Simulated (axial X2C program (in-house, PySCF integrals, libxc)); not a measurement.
## What spin–orbit coupling does to CsMg

All values were computed with an in-house all-electron X2C program for linear molecules (integrals from PySCF). Spin-free means the one-electron spin-free X2C Hamiltonian; two-component (2c) means X2C with spin–orbit coupling and atomic mean-field two-electron Coulomb and Gaunt terms, so the difference of the two also holds small scalar two-electron terms. Basis: Cs dyall-cv3z [15s15p9d4f1g], Mg dyall-cv3z [9s8p6d3f] (cores contracted in-house); Gaussian nuclei, density fitting, unrestricted open shells. Masses: Cs 132.905 u, Mg 23.985 u.

Spin-free state: M_S = 1/2, Λ = 0 (beyond evenly filled blocks: σα); fragments Cs + Mg.

```
  level  Re (Å)  ωe (cm⁻¹)  De (eV)  μ (D)
   PBE0   4.307       62.3    0.145  -2.42
CCSD(T)   4.590       39.4    0.084    n/a
r2SCAN0   4.360       60.4    0.154  -2.98
```

Correlated methods: 11 electrons correlated (number of frozen shells: Cs 4 s, 3 p, 2 d; Mg 2 s, 1 p), 341 virtual spin orbitals or spinors in MP2, 90 natural virtuals in coupled cluster.

Dipoles are positive if Mg is the positive end.

Two-component determinant lowest at the distance of the search:

Ω = 1/2 (⟨Sz⟩ = 0.50, ⟨Lz⟩ = 0.00 at HF); fragments Cs + Mg.

```csv
level,Re (Å),ωe (cm⁻¹),De (eV),μ (D)
PBE0,4.306,62.3,0.145,-2.42
CCSD(T),4.592,39.6,0.083,n/a
r2SCAN0,4.358,60.4,0.154,-2.97
```

(1) From the two tables, how do the constants change at the CCSD(T) level (2c against spin-free)?

One determinant describes the state; a PBE0 search over occupations chose it and may have missed a lower one. Dissociation energies refer to the lowest single-determinant-based atoms at the same level and basis. Density functionals use the spin component along the axis (collinear). Coupled cluster ran in a truncated set of natural virtual spinors; the MP2 energy of the rest was added. (T) has no such correction and the atoms are truncated less, which lowers De at CCSD(T) by a hundredth of an eV or more.

Answers

(1) At the CCSD(T) level Re increases by 0.002 Å and ωe doesn't move by more than 0.2 cm⁻¹; De changes by -0.001 eV.
